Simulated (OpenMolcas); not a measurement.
**Sc: CASPT2 settings compared**

| Property | Result |
| --- | --- |
| Program | OpenMolcas 26.06 |
| Basis | ANO-L-VDZP [5s4p2d1f] |
| Scalar Hamiltonian | non-relativistic, point nucleus |
| Active space | 3 electrons in 6 orbitals (3d 4s) |
| State averaging | 2S+1 = 2 even, 29 roots; 2S+1 = 4 even, 10 roots kept (CI in the orbitals of an earlier block) |
| Spin-orbit coupling | RASSI with atomic mean-field integrals over the reference wave functions, term energies averaged over their components |

Methods on the same reference wave functions:
A. CASSCF
B. SS-CASPT2, IPEA 0.2 Eh, sigma2 regulariser 0.2 Eh (closed shells correlated: 2s 2p 3s 3p)
C. MS-CASPT2, IPEA 0.2 Eh, sigma2 regulariser 0.2 Eh (closed shells correlated: 2s 2p 3s 3p)
D. XMS-CASPT2, IPEA 0.15 Eh, imaginary shift 0.2 Eh (closed shells correlated: none)
E. XMS-CASPT2, IPEA 0 Eh, sigma1 regulariser 0.2 Eh (closed shells correlated: none)

Energies in eV above 3d 4s² ²D_3/2, the measured ground level; measured values from NIST Handbook of Basic Atomic Spectroscopic Data.

```
        Level       A       B       C       D       E  Measured
3d 4s² ²D_3/2  0.0000  0.0000  0.0000  0.0000  0.0000    0.0000
3d 4s² ²D_5/2  0.0168  0.0168  0.0175  0.0174  0.0175    0.0209
3d² 4s ⁴F_3/2  0.4881   1.443   1.484   1.717   2.035    1.4283
3d² 4s ⁴F_5/2  0.4940   1.448   1.490   1.723   2.041    1.4330
3d² 4s ⁴F_7/2  0.5022   1.457   1.498   1.732   2.049    1.4395
3d² 4s ⁴F_9/2  0.5128   1.467   1.509   1.742   2.060    1.4478
3d² 4s ²F_5/2  1.3866   1.929   1.971   2.117   2.231    1.8506
3d² 4s ²F_7/2  1.4031   1.946   1.987   2.133   2.247    1.8650
```

Deviations, from unrounded energies. A percentage is the sum of absolute deviations over the sum of measured energies, with the sign that they share, or ± where signs differ.

```csv
Against measurement,Levels,A,B,C,D,E
mean absolute deviation (cm-1),7,5400,260,550,2000,3700
fine structure of the ground term (%),1,-19.3,-19.3,-16.2,-16.4,-16.2
other configurations (%),6,-49.4,+2.4,+5.0,+18.0,+33.8
```

B lies closest to measurement on these levels and A furthest from it. The largest miss of B in the table is 3d² 4s ²F_7/2, by +650 cm-1. The ranking rests on the paired levels alone, and a cruder setting can come out closer through cancelling errors.

Among B to E the level of the table that moves most is 3d² 4s ⁴F_3/2, by 4800 cm-1 (lowest in B, highest in E). Moves below CASPT2's spread within the term are not significant.

The two smallest mean deviations differ by little beside CASPT2's spread within terms, so their order carries little weight.

The lowest spin-free term lies below A's lowest term by 0.184 hartree in B, 0.185 hartree in C, 0.069 hartree in D, 0.090 hartree in E.

CASPT2 does not keep the components of a term degenerate, so their means are used; among the terms shown or strongly mixed into the levels shown the widest spread is 1700 cm-1 (3d² 4s ⁴F, C). Over all roots computed the reference weight is 0.90 to 0.96 in D, 0.83 to 0.92 in E; the roots of lowest weight are the least certain, and an intruder state may touch them. Terms from blocks run as CI alone lack orbitals of their own. A single d shell beside an s shell can misplace configurations of different d count against each other. Without dynamic correlation excited terms often stand tens of per cent too high (terms of higher spin than the ground term too low), and those without a measured partner can miss by more than the paired ones (holds for A). Measured partners are found by configuration, term and J. A level has none where our copy of the source lacks it or the pairing is in doubt (some pairs that miss far off the trend of their configuration count as doubtful), and it then counts in no deviation. Levels of configurations outside the active space are missing. The table leaves out levels that lie high or whose names do not pair safely across all columns.
